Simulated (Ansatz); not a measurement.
Basis-set extrapolation for CH8AlNSi (`NC[SiH2][AlH2]`) (PBE0-D4/def2-TZVP geometry, frozen core, the Gaussian-basis code of Ansatz). Multiplicity 1, RHF reference.

|  | def2-TZVPP | def2-QZVPP |
| --- | --- | --- |
| HF | -627.849653 | -627.870466 |
| MP2 correlation | -0.598969 | -0.640580 |
| CCSD(T) correlation | -0.680021 | not run |

Energies in hartree. Use E(X) = E(∞) + A·exp(−7.88·√X) for Hartree–Fock and E(X) = E(∞) + B·X^(−2.97) for correlation, with X = 3 and 4, and add CCSD(T) minus MP2 of the smaller set to the MP2 limit.

**Question.** What is the CCSD(T) energy at the basis-set limit?

**Answer.** HF limit: -627.870466 + (-0.020813) × 0.13774 = -627.87333. MP2 limit: -0.640580 + (-0.041611) × 0.74074 = -0.67140. Higher-order term: -0.680021 − (-0.598969) = -0.08105. Total: -628.62578 hartree, 252.3 kJ/mol below CCSD(T)/def2-TZVPP.
